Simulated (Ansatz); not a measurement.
The first iterations of a band of Cl3FH3HfN (9 atoms, charge 0, multiplicity 1).

These are results of Ansatz, RKS BHLYP-D4/def2-SVP, not measurements.

```
movable images  : 2
climbing image  : yes
spring          : 5.0 eV/Å²
optimiser       : quadratic models (default)
start path      : through a guess of the saddle point
force threshold : 0.05 eV/Å
iteration limit : 60
end points      : relaxed
```

Initial state:

```xyz
9
Properties=species:S:1:pos:R:3
Hf -0.026 -0.642 0.008
N 0.528 -0.009 2.268
H -0.238 -0.211 2.901
H 0.743 0.977 2.372
Cl 2.163 0.172 -0.417
Cl -1.748 0.961 0.337
Cl -0.605 -1.422 -2.145
F -0.173 -2.299 0.945
H 1.333 -0.524 2.608
```

Final state:

```xyz
9
Properties=species:S:1:pos:R:3
Hf 0.538 -0.223 -0.013
N -0.115 -0.486 2.292
H -1.108 -0.354 2.446
H 0.367 0.180 2.886
Cl 1.336 0.013 -2.224
Cl -0.476 1.903 0.289
Cl -0.895 -2.096 -0.288
F 2.212 -0.523 0.853
H 0.118 -1.411 2.637
```

| iteration | highest image above the first end (eV) | largest band force component (eV/Å) |
| --- | --- | --- |
| 1 | 2.824 | 5.788 |
| 2 | 1.183 | 2.267 |
| 3 | 1.033 | 6.821 |
| 4 | 0.518 | 0.788 |

Does the band converge within its limit, and where does its top end?

The forces met the threshold. It ended after 13 iterations with the highest image 0.264 eV above the first end. Another band between the same ends (7 images) ends at a top of the same energy, where a vibrational analysis finds 1 clearly imaginary mode. So few images can step over the top or miss a turn of the path.

The run took 70 s on 4 threads of Arm Neoverse V2, with other jobs on the host, peak memory 0.37 GiB.
